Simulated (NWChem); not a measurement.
System: SiH2Cl2; SMILES Cl[SiH2]Cl

NWChem input:

```
start job
memory heap 200 mb stack 900 mb global 1100 mb
geometry units angstroms noautoz
  Si     0.000000     0.000000    -0.757262
  Cl    -1.683953     0.000000     0.422027
  Cl     1.683953     0.000000     0.422027
  H      0.000000     1.233028    -1.581913
  H      0.000000    -1.233028    -1.581913
end
basis spherical
  * library 6-31+g*
end
dft
  xc b3lyp
  iterations 150
  mulliken
end
task dft energy
```

Excerpt of the output:

```
             Northwest Computational Chemistry Package (NWChem) 7.3.0
             --------------------------------------------------------

 C2V symmetry detected

                             Geometry "geometry" -> ""
                             -------------------------

 Output coordinates in angstroms (scale by  1.889725989 to convert to a.u.)

  No.       Tag          Charge          X              Y              Z
 ---- ---------------- ---------- -------------- -------------- --------------
    1 Si                  14.0000     0.00000000     0.00000000    -0.76893048
    2 Cl                  17.0000    -1.68395300     0.00000000     0.41035852
    3 Cl                  17.0000     1.68395300     0.00000000     0.41035852
    4 H                    1.0000     0.00000000     1.23302800    -1.59358148
    5 H                    1.0000     0.00000000    -1.23302800    -1.59358148

 Effective nuclear repulsion energy (a.u.)     190.5726719261

      Symmetry information
      --------------------

 Group name             C2v
 Group number             16
 Group order               4
 No. of unique centers     3

                                 NWChem DFT Module
                                 -----------------

 Summary of "ao basis" -> "ao basis" (spherical)
 ------------------------------------------------------------------------------
       Tag                 Description            Shells   Functions and Types
 ---------------- ------------------------------  ------  ---------------------
 Si                         6-31+g*                 10       22   5s4p1d
 Cl                         6-31+g*                 10       22   5s4p1d
 H                          6-31+g*                  2        2   2s

      Symmetry analysis of basis
      --------------------------

        a1         29
        a2          7
        b1         21
        b2         13

            General Information
            -------------------
          SCF calculation type: DFT
          Wavefunction type:  closed shell.
          No. of atoms     :     5
          No. of electrons :    50
           Alpha electrons :    25
            Beta electrons :    25
          Charge           :     0
          Spin multiplicity:     1
          Use of symmetry is: on ; symmetry adaption is: on
          Maximum number of iterations: 150
          AO basis - number of functions:    70
                     number of shells:    34
          Convergence on energy requested:  1.00D-06
          Convergence on density requested:  1.00D-05
          Convergence on gradient requested:  5.00D-04

              XC Information
              --------------
                         B3LYP Method XC Potential
                     Hartree-Fock (Exact) Exchange  0.200
                        Slater Exchange Functional  0.800 local
                    Becke 1988 Exchange Functional  0.720 non-local
              Lee-Yang-Parr Correlation Functional  0.810
                  VWN I RPA Correlation Functional  0.190 local

             Grid Information
             ----------------
          Grid used for XC integration:  medium
          Radial quadrature: Mura-Knowles
          Angular quadrature: Lebedev.
          Tag              B.-S. Rad. Rad. Pts. Rad. Cut. Ang. Pts.
          ---              ---------- --------- --------- ---------
          Si                  1.10       88          11.0       590
          Cl                  1.00       88          13.0       590
          H                   0.35       45          10.0       434
          Grid pruning is: on
          Number of quadrature shells:   221
          Spatial weights used:  Erf1

      Superposition of Atomic Density Guess
      -------------------------------------

 Sum of atomic energies:       -1208.71673148

      Non-variational initial energy
      ------------------------------

 Total energy =   -1209.383024
 1-e energy   =   -2051.312598
 2-e energy   =     651.356903
 HOMO         =      -0.374712
 LUMO         =       0.034454

      Symmetry analysis of molecular orbitals - initial
      -------------------------------------------------

  Numbering of irreducible representations:

     1 a1          2 a2          3 b1          4 b2

  Orbital symmetries:

     1 a1          2 b1          3 a1          4 a1          5 b1
     6 a1          7 b1          8 b2          9 a1         10 b1
    11 a2         12 a1         13 b2         14 a1         15 b1
    16 a1         17 b1         18 a1         19 b1         20 a1
    21 b2         22 a2         23 a1         24 b1         25 b2
    26 a1         27 b1         28 a1         29 b2         30 a1
    31 a1         32 b1         33 b1         34 a2         35 b2

     ---------------------------------------------
      Total Density - Mulliken Population Analysis
     ---------------------------------------------

    Atom       Charge   Shell Charges
 -----------   ------   -------------------------------------------------------
    1 Si  14    13.18   2.00  2.00  5.97  0.92  1.42  0.30  0.29  0.05  0.05  0.17
    2 Cl  17    17.36   2.00  2.00  5.98  1.37  3.72  0.58  1.73 -0.04  0.01  0.01
    3 Cl  17    17.36   2.00  2.00  5.98  1.37  3.72  0.58  1.73 -0.04  0.01  0.01
    4 H    1     1.04   0.47  0.57
    5 H    1     1.04   0.47  0.57

   convergence    iter        energy       DeltaE   RMS-Dens  Diis-err
 ---------------- ----- ----------------- --------- --------- ---------
 d= 0,ls=0.0,diis     1  -1211.1249456265 -1.40D+03  1.64D-02  3.88D-01
 d= 0,ls=0.0,diis     2  -1211.1221266321  2.82D-03  9.85D-03  3.27D-01
 d= 0,ls=0.0,diis     3  -1211.1732415200 -5.11D-02  1.75D-03  1.36D-02
 d= 0,ls=0.0,diis     4  -1211.1752793847 -2.04D-03  3.39D-04  4.03D-04
 d= 0,ls=0.0,diis     5  -1211.1753393851 -6.00D-05  5.21D-05  8.64D-06
  Resetting Diis
 d= 0,ls=0.0,diis     6  -1211.1753408263 -1.44D-06  9.98D-06  2.74D-07
 d= 0,ls=0.0,diis     7  -1211.1753408735 -4.72D-08  2.45D-06  8.78D-09

         Total DFT energy =    -1211.175340873463
      One electron energy =    -2052.564192821695
           Coulomb energy =      729.089210120053
    Exchange-Corr. energy =      -78.273030097908
 Nuclear repulsion energy =      190.572671926087

 Numeric. integr. density =       50.000006721003

                  Occupations of the irreducible representations
                  ----------------------------------------------

                     irrep           alpha         beta
                     --------     --------     --------
                     a1               11.0         11.0
                     a2                2.0          2.0
                     b1                8.0          8.0
                     b2                4.0          4.0

                       DFT Final Molecular Orbital Analysis
                       ------------------------------------

 Vector   23  Occ=2.000000D+00  E=-3.472078D-01  Symmetry=a2
              MO Center=  5.3D-14,  4.4D-15,  3.8D-01, r^2= 4.0D+00
   Bfn.  Coefficient  Atom+Function         Bfn.  Coefficient  Atom+Function
  ----- ------------  ---------------      ----- ------------  ---------------
    30      0.517114  2 Cl py                52     -0.517114  3 Cl py
    34      0.271585  2 Cl py                56     -0.271585  3 Cl py
    26     -0.201719  2 Cl py                48      0.201719  3 Cl py
    18     -0.060301  1 Si d -2              38      0.027239  2 Cl py
    60     -0.027239  3 Cl py

 Vector   24  Occ=2.000000D+00  E=-3.377874D-01  Symmetry=b1
              MO Center= -1.7D-14, -3.9D-15,  3.4D-01, r^2= 4.1D+00
   Bfn.  Coefficient  Atom+Function         Bfn.  Coefficient  Atom+Function
  ----- ------------  ---------------      ----- ------------  ---------------
    29      0.396795  2 Cl px                51      0.396795  3 Cl px
    31      0.351962  2 Cl pz                53     -0.351962  3 Cl pz
    33      0.205148  2 Cl px                55      0.205148  3 Cl px
    35      0.176691  2 Cl pz                57     -0.176691  3 Cl pz
    25     -0.153632  2 Cl px                47     -0.153632  3 Cl px

 Vector   25  Occ=2.000000D+00  E=-3.295109D-01  Symmetry=b2
              MO Center= -4.9D-14,  2.6D-15, -2.1D-01, r^2= 4.2D+00
   Bfn.  Coefficient  Atom+Function         Bfn.  Coefficient  Atom+Function
  ----- ------------  ---------------      ----- ------------  ---------------
    30      0.439049  2 Cl py                52      0.439049  3 Cl py
    68     -0.243838  4 H  s                 70      0.243838  5 H  s
    34      0.221099  2 Cl py                56      0.221099  3 Cl py
     8     -0.175971  1 Si py                26     -0.170051  2 Cl py
    48     -0.170051  3 Cl py                67     -0.163059  4 H  s

 Vector   26  Occ=0.000000D+00  E=-2.578159D-02  Symmetry=a1
              MO Center=  3.9D-14,  1.1D-15, -5.8D-01, r^2= 7.1D+00
   Bfn.  Coefficient  Atom+Function         Bfn.  Coefficient  Atom+Function
  ----- ------------  ---------------      ----- ------------  ---------------
    10      1.492239  1 Si s                 14      1.044838  1 Si s
    36     -0.927544  2 Cl s                 58     -0.927544  3 Cl s
    17      0.843587  1 Si pz                13      0.759103  1 Si pz
    37     -0.472072  2 Cl px                59      0.472072  3 Cl px
     6      0.388933  1 Si s                 32     -0.389151  2 Cl s

 Vector   27  Occ=0.000000D+00  E=-1.928105D-02  Symmetry=b1
              MO Center= -2.3D-14,  1.8D-17, -1.0D+00, r^2= 7.2D+00
   Bfn.  Coefficient  Atom+Function         Bfn.  Coefficient  Atom+Function
  ----- ------------  ---------------      ----- ------------  ---------------
    15      1.080996  1 Si px                36      1.077563  2 Cl s
    58     -1.077563  3 Cl s                 11      1.065510  1 Si px
     7      0.412391  1 Si px                39     -0.396834  2 Cl pz
    61      0.396834  3 Cl pz                32      0.352835  2 Cl s
    54     -0.352835  3 Cl s                 37      0.281355  2 Cl px

 Vector   28  Occ=0.000000D+00  E=-7.152911D-03  Symmetry=a1
              MO Center=  6.7D-15, -9.6D-15, -9.9D-01, r^2= 1.0D+01
   Bfn.  Coefficient  Atom+Function         Bfn.  Coefficient  Atom+Function
  ----- ------------  ---------------      ----- ------------  ---------------
    14      3.310273  1 Si s                 36     -1.170298  2 Cl s
    58     -1.170298  3 Cl s                 10     -0.952475  1 Si s
    13      0.663061  1 Si pz                17      0.446427  1 Si pz
     6     -0.373792  1 Si s                 37     -0.335031  2 Cl px
    59      0.335031  3 Cl px                68      0.301879  4 H  s

     ---------------------------------------------
      Total Density - Mulliken Population Analysis
     ---------------------------------------------

    Atom       Charge   Shell Charges
 -----------   ------   -------------------------------------------------------
    1 Si  14    13.52   2.00  2.00  5.96  1.04  1.84  0.18  0.16  0.05  0.03  0.25
    2 Cl  17    17.20   2.00  2.00  5.97  1.41  3.66  0.55  1.56 -0.01  0.05  0.02
    3 Cl  17    17.20   2.00  2.00  5.97  1.41  3.66  0.55  1.56 -0.01  0.05  0.02
    4 H    1     1.04   0.51  0.53
    5 H    1     1.04   0.51  0.53

     -------------------------------------------
      Total Density - Lowdin Population Analysis
     -------------------------------------------

    Atom       Charge   Shell Charges
 -----------   ------   -------------------------------------------------------
    1 Si  14    13.62   2.00  1.98  5.88  0.66  1.60  0.27  0.66  0.10  0.14  0.33
    2 Cl  17    17.21   2.00  1.99  5.91  1.14  3.36  0.57  1.83  0.12  0.28  0.02
    3 Cl  17    17.21   2.00  1.99  5.91  1.14  3.36  0.57  1.83  0.12  0.28  0.02
    4 H    1     0.98   0.49  0.48
    5 H    1     0.98   0.49  0.48

     Multipole analysis of the density
     ---------------------------------

     L   x y z        total         alpha         beta         nuclear
     -   - - -        -----         -----         ----         -------
     0   0 0 0     -0.000000    -25.000000    -25.000000     50.000000

     1   1 0 0      0.000000      0.000000      0.000000      0.000000
     1   0 1 0     -0.000000     -0.000000     -0.000000      0.000000
     1   0 0 1     -0.642329     -0.321164     -0.321164      0.000000

     2   2 0 0    -31.873797   -188.086699   -188.086699    344.299602
     2   1 1 0      0.000000      0.000000      0.000000      0.000000
     2   1 0 1      0.000000      0.000000      0.000000      0.000000
     2   0 2 0    -29.425064    -20.141828    -20.141828     10.858593
     2   0 1 1      0.000000      0.000000      0.000000      0.000000
     2   0 0 2    -28.535695    -48.339302    -48.339302     68.142910
```

Level: B3LYP/6-31+G* (spherical d). Coordinates come from a PBE0/def2-SVP optimisation. B3LYP is NWChem's, with the RPA form of VWN correlation.
